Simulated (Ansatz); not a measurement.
`C[O][Al]([F])[SiH3]`, relaxed with RKS PBE-D4/def2-SVP in the Gaussian-basis code of Ansatz from a rough embedded geometry. The force threshold is 0.03 eV/Å; the program also tests the step.

Charge 0, multiplicity 1.

Start:

```xyz
11

C     1.160    1.229   -1.315
O     0.366    0.109   -1.603
Al    0.239   -0.991   -0.097
F     1.493   -2.339    0.102
Si   -1.505   -0.732    1.430
H     1.154    1.897   -2.169
H     2.153    0.963   -1.008
H     0.605    1.796   -0.487
H    -2.397    0.404    0.939
H    -2.308   -1.947    1.476
H    -0.961   -0.388    2.731
```

| step | energy (eV) | largest force (eV/Å) | largest move (Å) |
| --- | --- | --- | --- |
| 1 | -20351.9325 | 2.912 | 0.000 |
| 2 | -20352.5554 | 1.610 | 0.122 |
| 3 | -20352.7055 | 1.114 | 0.193 |
| 4 | -20352.7705 | 0.801 | 0.067 |
| 5 | -20352.8539 | 0.209 | 0.200 |
| 6 | -20352.9075 | 0.147 | 0.200 |
| 7 | -20352.9371 | 0.071 | 0.200 |
| 8 | -20352.9415 | 0.146 | 0.200 |
| 9 | -20352.9458 | 0.109 | 0.038 |
| 10 | -20352.9483 | 0.042 | 0.053 |
| 11 | -20352.9497 | 0.142 | 0.113 |
| 12 | -20352.9505 | 0.079 | 0.020 |
| 13 (rejected) | -20352.9482 | 0.180 | 0.072 |
| 14 | -20352.9514 | 0.008 | 0.028 |
| 15 | -20352.9518 | 0.049 | 0.057 |
| 16 | -20352.9520 | 0.043 | 0.030 |
| 17 | -20352.9522 | 0.019 | 0.023 |
| 18 | -20352.9523 | 0.013 | 0.033 |
| 19 | -20352.9525 | 0.026 | 0.035 |

End:

```xyz
11

C     1.130    1.323   -1.273
O     1.194   -0.056   -1.034
Al    0.385   -1.224   -0.090
F     0.957   -2.793   -0.240
Si   -1.460   -0.700    1.419
H     1.007    1.525   -2.360
H     2.071    1.820   -0.950
H     0.287    1.827   -0.742
H    -2.149    0.570    0.987
H    -2.479   -1.808    1.464
H    -0.944   -0.484    2.820
```

Hardware: 4 threads of an Arm Neoverse V2 on a shared host. Wall time 22 s, peak host memory 0.19 GiB.
